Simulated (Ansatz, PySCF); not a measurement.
Process, species as SMILES: O=C=N[SiH2]N=C=O [diisocyanatosilane] + 2 C (CH4) + 2 N (NH3) + [SiH4] (SiH4) -> 2 C=N (CH3N) + 2 C=O (CH2O) [formaldehyde] + 2 N[SiH3]
Geometries: B3LYP-D3(BJ)/def2-TZVP minima from Ansatz (a program for electronic structure), one conformer each, not searched for the lowest. Frequencies are from Ansatz or PySCF.
Geometry of the first species:
```
Si
N 1 1.7035
C 2 1.1949 1 165.98
O 3 1.1660 1 173.25 2 179.73
N 1 1.7035 2 110.34 3 22.25
C 5 1.1949 1 165.98 2 22.25
O 6 1.1660 1 173.25 2 21.29
H 1 1.4701 2 108.42 3 141.39
H 1 1.4701 8 111.91 2 -120.10
```
Charge 0, spin multiplicity 1.

Quantity: bond separation energy (0 K, with B3LYP-D3(BJ) harmonic zero-point energies), in kcal/mol. Valence correlation only, unless marked. Spin-orbit coupling is left out. No relativistic terms. CBS marks a two-point X^-3 extrapolation of the correlation energy; Hartree-Fock from the larger set.

CCSD(T)/CBS(cc-pV(T+d)Z,cc-pV(Q+d)Z) (Ansatz) gives 105.9 kcal/mol.

### Question
Another calculation gave 110.7 kcal/mol. Which level was it?
A) B97M-V/def2-TZVPD (Ansatz)
B) wB97X/def2-TZVPD (Ansatz)
C) SVWN5/def2-TZVPD (Ansatz)
D) PBE/def2-TZVPD (Ansatz)

### Answer
B, wB97X/def2-TZVPD (Ansatz). The others give 114.7 (PBE), 118.6 (B97M-V), 122.7 (SVWN5) kcal/mol.
